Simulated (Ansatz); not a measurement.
Ansatz results at the PBE0-D4/def2-TZVP geometry: size of the dipole moment (ωB97M-V/def2-TZVPP) 2.00 D; size of the dipole moment (B3LYP/def2-TZVPP) 1.98 D; size of the dipole moment (PBE/def2-TZVPP) 2.04 D.

Each molecule was computed in one conformer, which needn't be the lowest.

Which molecule gave them?
A. `O[SiH](Cl)O[SiH]Cl`•
B. `Cl[SiH][NH][GeH2][Cl]`•
C. `C[CH](C)[Ga][SH]`•
D. `N[SiH]N[SiH2]N`•

D. The others give `C[CH](C)[Ga][SH]`•: 1.78, 1.76, 1.64; `O[SiH](Cl)O[SiH]Cl`•: 1.83, 1.79, 1.73; `Cl[SiH][NH][GeH2][Cl]`•: 2.64, 2.67, 2.62.

B3LYP here is the variant with VWN-RPA as its local correlation; programs differ in this.
